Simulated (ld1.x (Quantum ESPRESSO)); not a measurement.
# An all-electron radial function and its pseudo partner (molybdenum)

Columns: radius, all-electron u(r) and pseudo u(r) of the 4p shell (level -70.14 eV) of molybdenum in the configuration [Ar] 3d10 4s2 4p6 4d3 5s0 5p0; LDA (PZ), scalar-relativistic, TM scheme, ld1.x (Quantum ESPRESSO) 7.5.

| r (bohr) | all-electron | pseudo |
| --- | --- | --- |
| 0.093 | 0.3340 | 0.0151 |
| 0.185 | -0.1527 | 0.0592 |
| 0.278 | -0.5177 | 0.1320 |
| 0.370 | -0.4912 | 0.2296 |
| 0.463 | -0.2229 | 0.3502 |
| 0.555 | 0.1193 | 0.4855 |
| 0.648 | 0.4432 | 0.6295 |
| 0.740 | 0.6980 | 0.7670 |
| 0.833 | 0.8773 | 0.8868 |
| 0.925 | 0.9828 | 0.9733 |
| 1.018 | 1.0290 | 1.0199 |
| 1.110 | 1.0290 | 1.0249 |
| 1.203 | 0.9958 | 0.9949 |
| 1.295 | 0.9412 | 0.9411 |
| 1.388 | 0.8726 | 0.8726 |
| 1.480 | 0.7981 | 0.7981 |
| 1.573 | 0.7207 | 0.7207 |
| 1.665 | 0.6454 | 0.6454 |
| 1.758 | 0.5727 | 0.5727 |
| 1.850 | 0.5054 | 0.5054 |
| 1.943 | 0.4429 | 0.4429 |
| 2.035 | 0.3867 | 0.3867 |
| 2.128 | 0.3357 | 0.3357 |
| 2.220 | 0.2907 | 0.2907 |
| 2.313 | 0.2505 | 0.2505 |
| 2.405 | 0.2156 | 0.2156 |

(1) How many radial nodes do the two functions have?

(2) At about which radius was the pseudo-wave matched?

(3) Where does each function peak?

(4) Is the pseudo-wave norm-conserving?

Results:

(1) The all-electron 4p function has n − l − 1 = 2; the pseudo-wave has 0, since the states of the same l below it are removed with the core.

(2) 1.40 bohr. The columns agree to 0.0005 from 1.29 bohr on; several derivatives are matched, so the curves merge somewhat inside the radius.

(3) Outermost all-electron maximum near 1.02 bohr, pseudo maximum near 1.11 bohr (to the table’s step).

(4) Yes: the TM scheme keeps the norm inside the radius equal to the all-electron one, which fixes the energy derivative of the logarithmic derivative at the level.
